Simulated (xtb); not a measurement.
FMg (SMILES [F][Mg+]), charge +1, singlet, from a rough starting geometry (GFN-xTB shapes and energies of metal compounds can be far from the true ones).

The xtb input:
```
$ xtb mol.xyz --gfn 2 --chrg 1 --opt vtight --json

# file mol.xyz
2

Mg    -0.47335094    -0.41218769    -0.65049691
F      0.41455467     0.46939039     0.65778879
```

Q: What does this run give for the total energy at the end of the optimisation, HOMO-LUMO gap?

A: 
| Item | Value |
|---|---|
| total energy at the end of the optimisation | -4.7520 Eh |
| HOMO-LUMO gap | 1.84 eV |
